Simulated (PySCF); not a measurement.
A GIAO shielding run with PySCF 2.14.0 with density-fitted response routines (density fitting, non-relativistic, gas phase) on `c1ccnc(C(=O)[O-])n1`, [C5H3N2O2]-:

```
$ OMP_NUM_THREADS=1 python probes_run.py task.json out

{"job": {"kind": "nmr", "xc": "PBE0", "basis": "pcSseg-1"}, "charge": -1, "multiplicity": 1}
O      2.853304    -1.423123     0.188163
C      2.460744    -0.262143     0.051311
O      3.094486     0.789291    -0.064715
C      0.885711    -0.093813     0.018282
N      0.133281    -1.188005     0.139818
C     -1.174957    -1.044433     0.110247
C     -1.789950     0.190328    -0.041512
C     -0.923683     1.268053    -0.159707
N      0.385618     1.133461    -0.130847
H     -1.759358    -1.956538     0.211977
H     -2.864875     0.304289    -0.065872
H     -1.299123     2.281949    -0.283172
```

Hardware: 1 thread of an AMD EPYC 7B13, shared host. The job also computes population analyses, field gradients, ring-centre shieldings.

Q: How large is the calculation?

A: 64 electrons, 168 basis functions and 859 auxiliary functions.

Q: How long does it take, and how much memory does it need?

A: 19 s of wall time, with 17 SCF cycles and 6 response iterations; peak memory 0.78 GiB. Times on a shared host scatter by some tens of per cent.
